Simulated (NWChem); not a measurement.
Species: C$_{3}$H$_{2}$ClF; SMILES FC=C=CCl

All runs: NWChem. Structure relaxed at the PBE0/def2-SVP level. Level r2SCAN/def2-SVP: energy and gradient on several grids; changes count from the extra-fine grid, which is no exact limit either.

Problem. Which is the coarsest grid (xcoarse; medium; fine; coarse; xfine) from which on the energy stays within 100 μHa and each gradient component within 200 μHa/bohr of xfine?

Solution. fine.
| grid | size of the energy change (μHa) | largest change of a gradient component (μHa/bohr) | time, medium = 1 (rough) |
|---|---|---|---|
| xcoarse | 7000 | 3000 | about 1 |
| coarse | 200 | 200 | about 1 |
| medium | 300 | 90 | about 1 |
| fine | 20 | < 30 | about 1 |
| xfine | < 10 | < 30 | 3 |
